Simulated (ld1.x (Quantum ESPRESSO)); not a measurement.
## LDA (PZ) PAW dataset for Bi (Z = 83), scalar-relativistic all-electron reference.

Input for ld1.x (Quantum ESPRESSO) 7.5:

```
&input
   title='Bi', zed=83., rel=1, dft='PZ', iswitch=3,
   config='[Xe] 4f14 5d10 6s1.75 6p3.25',
   nld=3, rlderiv=2.25, eminld=-14.0, emaxld=5.0, deld=0.04
 /
 &inputp
   pseudotype=3, lpaw=.true., tm=.true., lloc=-2, rcloc=1.95,
   nlcc=.false.,
   which_augfun='BG', rmatch_augfun=0.95,
   file_pseudopw='Bi.UPF', file_wfcaegen='ae.wfc', file_wfcncgen='nc.wfc', file_beta='beta', file_chi='chi', file_wfcusgen='us.wfc'
 /
6
5S  1  0   2.00   0.00  1.05  1.20  0.0
6S  2  0   1.75   0.00  1.05  1.20  0.0
5P  2  1   6.00   0.00  1.45  1.90  0.0
6P  3  1   3.25   0.00  1.45  1.90  0.0
5D  3  2  10.00   0.00  1.55  2.05  0.0
5D  3  2   0.00   0.70  1.55  2.05  0.0
 &test
   configts(1)='5s2 5p6 5d10 6s1.75 6p3.25'
 /
```

Command:

```bash
ld1.x < Bi.in > Bi.out
```

Resulting log (shortened: banner, matrices, multipoles, cross overlaps and the repeated all-electron block are left out):

```
[... start of the log left out ...]
     Computing logarithmic derivative in   2.25337
     Computing the partial wave expansion
     R is outside the sphere for l=    0 j= 0.00
     R is outside the sphere for l=    0 j= 0.00
     R is outside the sphere for l=    1 j= 0.00
     R is outside the sphere for l=    1 j= 0.00
     R is outside the sphere for l=    2 j= 0.00
     R is outside the sphere for l=    2 j= 0.00

     ---------------------- Testing the pseudopotential ----------------------

     Bi
     scalar relativistic calculation

     atomic number is 83.00   valence charge is 23.00
     dft = SLA  PZ   NOGX NOGC   lsd =0 sic =0 latt =0  beta=0.20 tr2=1.0E-14
     mesh =1283 r(mesh) = 100.09897 xmin = -7.00 dx = 0.01250

     n l     nl             e AE (Ry)        e PS (Ry)    De AE-PS (Ry)
     1 0     5S   1( 2.00)      -11.64729      -11.64693       -0.00035
     2 1     5P   1( 6.00)       -7.08496       -7.08654        0.00158
     3 2     5D   1(10.00)       -2.02820       -2.02933        0.00113
     2 0     6S   1( 1.75)       -1.10452       -1.10439       -0.00013
     3 1     6P   1( 3.25)       -0.36336       -0.36337        0.00001

     eps = 1.5E-06  iter =201

     Etot =  -43038.452093 Ry,  -21519.226047 Ha, -585567.971670 eV
     Etotps = -1150.554863 Ry,    -575.277431 Ha,  -15654.096381 eV

     Ekin =     692.494236 Ry,     346.247118 Ha,    9421.864064 eV
     Encl =   -1429.986239 Ry,    -714.993120 Ha,  -19455.953944 eV
     Ehrt =     353.191290 Ry,     176.595645 Ha,    4805.412310 eV
     Ecxc =    -766.254149 Ry,    -383.127075 Ha,  -10425.418811 eV

     ---------------------- End of pseudopotential test ----------------------
```

The run took about 2.3 s on one core of a shared server CPU.
